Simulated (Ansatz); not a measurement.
`OB(F)[SiH3]` + `ClB[SeH]` → `[SiH3][Se]BCl` + `OBF`  (cleavage of the Si–B bond)

Program: Ansatz. Geometries: PBE0-D4/def2-TZVP. ΔE: electronic, gas phase. CCSD(T)/CBS is the MP2 limit (def2-TZVPP, def2-QZVPP) plus CCSD(T) − MP2 in def2-TZVPP, frozen cores. This one scheme is used for every species. DFT in def2-TZVPP. B3LYP here is the variant with VWN-RPA as its local correlation; programs differ in this. For Se outer-core shells are correlated without core-valence functions, which leaves a few kJ/mol of doubt a bond. Scalar relativity is left out up to krypton. One conformer a species, not always the lowest.

```csv
level,ΔE (kJ/mol),difference from CCSD(T)/CBS
PBE0-D4,-78.6,6.9
B3LYP-D4,-80.5,5.0
ωB97X-V,-78.1,7.4
ωB97M-V,-82.7,2.8
PBE,-70.2,15.3
HF/def2-TZVPP,-89.8,-4.3
MP2/def2-TZVPP,-93.4,-7.9
SCS-MP2/def2-TZVPP,-89.8,-4.3
CCSD(T)/def2-TZVPP,-81.2,4.3
SCS-MP2/def2-QZVPP,-92.0,-6.5
CCSD(T)/CBS,-85.5,0
```

Largest T1 diagnostic among the species: 0.014.

From PBE to PBE0 (25 % exact exchange), in def2-TZVPP and without D4, ΔE moves by −6.1 kJ/mol. The D4 term adds −4.0 kJ/mol with B3LYP and −2.2 kJ/mol with PBE0; it sums over pairs of atoms, weighted by their polarisabilities, and B3LYP, whose exchange is more repulsive, gets the larger term.
